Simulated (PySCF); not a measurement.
Match the calculated data to a structure.

All candidates are C4H6Cl2O.

| technique | computed result |
| --- | --- |
| UV, strongest line | among the 6 lowest singlet transitions: S3 at 6.86 eV (181 nm, f = 0.033) [TDDFT PBE0/def2-SVPD] |
| 13C NMR | chemical shifts (computed TMS as zero) by class: 159.1 (1 C), 88.7 (1 C), 84.0 (1 C), 77.2 (1 C) ppm [GIAO PBE0/pcSseg-1] |
| Dipole | 1.81 D [PBE0/def2-SVPD] |
| Polarisability | 82.2 au [PBE0/def2-SVPD] |
| NMR, other nuclei | isotropic shieldings of nuclei other than C and H, by class: 196 (1 O), 694 (2 Cl) ppm [GIAO PBE0/pcSseg-1] |
| Rotational structure | rotational constants A, B, C: 2.886, 0.947, 0.754 GHz [GFN2-xTB] |
| Triplet | lowest triplet excitation (Tamm–Dancoff): 4.52 eV [TDA PBE0/def2-SVPD] |

Electronic properties: PySCF, gas phase, density fitting. Levels stand in brackets. Geometry: GFN2-xTB, one conformer, isolated molecule. NMR classes are plain means over equivalent atoms (diastereotopic ones count apart unless rotation or inversion swaps them), as if these changed places fast.

Task: Which candidate is it?
A. `ClC(Cl)C1COC1`
B. `C=COCC(Cl)Cl`
C. `O=CC[C@@H](Cl)CCl`

Result: B. It is `C=COCC(Cl)Cl`. Numbering: `[CH2:1]=[CH:2][O:3][CH2:4][CH:5]([Cl:6])[Cl:7]`. Its formula, C4H6Cl2O, gives 1 degree of unsaturation: 0 rings and 1 π bond in the structure found. 4 carbons fall into 4 classes; from least to most shielded: vinylic carbon bearing oxygen [C2] (159.1 ppm), terminal =CH2 carbon [C1] (88.7 ppm), CHCl2 carbon [C5] (84.0 ppm), sp3 carbon bound to oxygen [C4] (77.2 ppm). The other shieldings belong to: 196 ppm, ether oxygen [O3]; 694 ppm, alkyl chlorine [Cl6/Cl7]. The optimised geometry has point group C1 and is an asymmetric top. NMR values of atoms bound to several Cl lack the spin–orbit term that these neighbours bring.

The others, at the same levels:
- `ClC(Cl)C1COC1` fails: it has 3 carbon classes against 4; its computed 13C shifts are 89.9 (1 C), 76.1 (2 C), 50.3 (1 C) ppm, lowest triplet excitation (Tamm–Dancoff) is 6.32 eV (against 4.52 eV) and static isotropic polarisability is 77.3 au (against 82.2 au).
- `O=CC[C@@H](Cl)CCl` fails: its computed 13C shifts are 204.2 (1 C), 64.3 (1 C), 57.0 (1 C), 56.0 (1 C) ppm, rotational constant A is 2.139 GHz (against 2.886 GHz) and smallest rotational constant is 0.818 GHz (against 0.754 GHz).

Each candidate is one conformer, not necessarily the lowest. The conformers computed, where there is a choice (atom-mapped SMILES and torsion angles):
- `[CH2:1]=[CH:2][O:3][CH2:4][CH:5]([Cl:6])[Cl:7]`: C1–C2–O3–C4 1°, C2–O3–C4–C5 -179°, O3–C4–C5–Cl6 169°
- `[Cl:1][CH:2]([Cl:3])[CH:4]1[CH2:5][O:6][CH2:7]1`: Cl1–C2–C4–C5 167°
- `[O:1]=[CH:2][CH2:3][C@@H:4]([Cl:5])[CH2:6][Cl:7]`: O1–C2–C3–C4 4°, C2–C3–C4–Cl5 170°, C3–C4–C6–Cl7 178°
